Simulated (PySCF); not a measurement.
## Stationary points of GeF₄

All numbers come from PBE0/[Ge def2-TZVP, F def2-TZVP], no relativity, density fitting, PySCF.

Relaxations began from a few typed shapes. The search is not exhaustive: other isomers or separated fragments can lie lower, and high-lying points may rest on an excited occupation.

(1) Which is the lowest minimum found?
A. singlet D4h: Ge–F 1.716 Å (×4); F–Ge–F 90.0° (×4), F–Ge–F 180.0° (×2)
B. singlet Td: Ge–F 1.692 Å (×4); F–Ge–F 109.5° (×6)

Answers

(1) B. The others lie at 188.3 (singlet D4h, a saddle point) kJ/mol above it.

Counting electrons, germanium keeps none of its valence electrons outside its bonds, so the VSEPR class is AX4 and the expected shape is tetrahedral (Td), as computed.
